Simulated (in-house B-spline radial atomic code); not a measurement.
The numbers below are computed, except where a source is named.
Correlation energy from the adiabatic connection: −Z/r, Z = 3, wall at 1.4 bohr

Two electrons in a singlet, external potential −Z/r, Z = 3, wall at 1.4 bohr (atomic units). Full CI in B-splines (partial waves to l = 8, correlation up to 0.6 % small) with the density held fixed gives W(λ) = <V_ee>_λ − U, and E_c is the integral of W(λ) − W(0) from 0 to 1.

| λ | W(λ) − W(0) (hartree) |
| --- | --- |
| 0 | 0.00000 |
| 0.02 | -0.00185 |
| 0.05 | -0.00461 |
| 0.12 | -0.01097 |
| 0.25 | -0.02249 |
| 0.4 | -0.03534 |
| 0.6 | -0.05177 |
| 0.8 | -0.06745 |
| 1 | -0.08242 |

Integrate the table by the trapezoid rule.

The strips give -0.00002, -0.00010, -0.00055, -0.00217, -0.00434, -0.00871, -0.01192, -0.01499, which sum to -0.04279 hartree. The direct value, W(1) − W(0) + T_c with T_c = 0.03958, is -0.04284; the curve is convex, so chords lie above it and the trapezoids fall short in size by 0.10 %.

Now use only three numbers: W(0) = -1.8809, the initial slope W'(0) = -0.09271 (extrapolated from the first points) and the strong-coupling limit of the point-charge-plus-continuum model, W∞ = -2.462. What do second-order theory and the interpolation W(λ) = W∞ + (W(0) − W∞)/√(1 + 2χλ) of Seidl, Perdew and Levy give?

Second order keeps the slope alone: E_c = W'(0)/2 = -0.04636, +8 % in size against -0.04284. Matching the slope fixes χ = W'(0)/(W∞ − W(0)) = -0.09271/(-0.58110) = 0.15954. Integrating, with s = √(1 + 2χ) = 1.148514, E_c = −(W(0) − W∞)(s − 1)/(s + 1) = −0.58110 × 0.148514/2.148514 = -0.04017 hartree, -6.2 % in size against the full result. At λ = 1 the formula gives W − W(0) = -0.07514 against -0.08242. Part of the miss can come from the model's W∞.
